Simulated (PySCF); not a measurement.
Exercise with solution: oscillator strength and radiative lifetime

BH₅O₂Si, SMILES OBO[SiH3].

Geometry: B3LYP-D3(BJ)/def2-SVP. The values are those of a single conformer.

TDDFT-B3LYP/def2-SVPD (PySCF) puts the first singlet state with f over 0.02 at 8.27 eV (vertical), with the transition dipole (0.000, 0.000, 0.324) in atomic units.

Find the oscillator strength, the wavelength and the radiative lifetime that this transition would have in vacuum if emission retraced absorption.


|μ|² = 0.1050 au, so |μ| = 0.82 D. ΔE = 8.27/27.211 = 0.3039 hartree. f = (2/3) ΔE |μ|² = 0.021 (the program prints 0.021).
λ = 1239.84/8.27 = 150 nm; ν = 66702 cm⁻¹.
Einstein's coefficient A = 0.6670 ν² f s⁻¹ (ν in cm⁻¹) = 6.3e7 s⁻¹, so τ = 1/A = 16 ns. This state is S4; the lower singlets have f = 0.003, 0.012, 0.013. The figure is the radiative limit of this one transition; relaxation, internal conversion, crossing to triplets and a medium change what is measured.
